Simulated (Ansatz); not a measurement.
Relaxation of Cl₃FH₂Si (7 atoms, charge 0, multiplicity 1), to a largest force component of 0.03 eV/Å in at most 50 steps.

The calculation used RKS PBE0/def2-SVP in Ansatz.

```xyz
7
Properties=species:S:1:pos:R:3
Si -0.682 -0.026 0.286
H 1.737 -0.015 -0.979
Cl -0.436 -1.820 -0.625
Cl -2.361 -0.079 1.428
Cl -0.822 1.484 -1.057
H 1.991 0.195 -0.359
F 0.572 0.260 1.304
```

Task: Where does it end, and by what steps?

Result: The run converged. The force dipped under the threshold on the way, but the program's further checks kept it going. After 6 steps the energy has fallen by 0.243 eV; H2 moved furthest, 0.75 Å.

```csv
step,energy less start (eV),largest force component (eV/Å),accepted
0,0.0000,2.329,yes
1,-0.1658,0.533,yes
2,-0.2187,0.307,yes
3,-0.2387,0.060,yes
4,-0.2424,0.025,yes
5,-0.2432,0.029,yes
6,-0.2433,0.024,yes
```

```xyz
7
Properties=species:S:1:pos:R:3
Si -0.930 -0.039 0.395
H 2.424 0.036 -1.267
Cl -0.659 -1.824 -0.526
Cl -2.603 -0.077 1.541
Cl -1.034 1.461 -0.965
H 2.476 0.211 -0.529
F 0.327 0.232 1.352
```

Whether the end is a true minimum wasn't checked by a vibrational analysis.

The run took 15 s on 2 threads of Arm Neoverse V2 (shared host), peak memory 0.21 GiB.
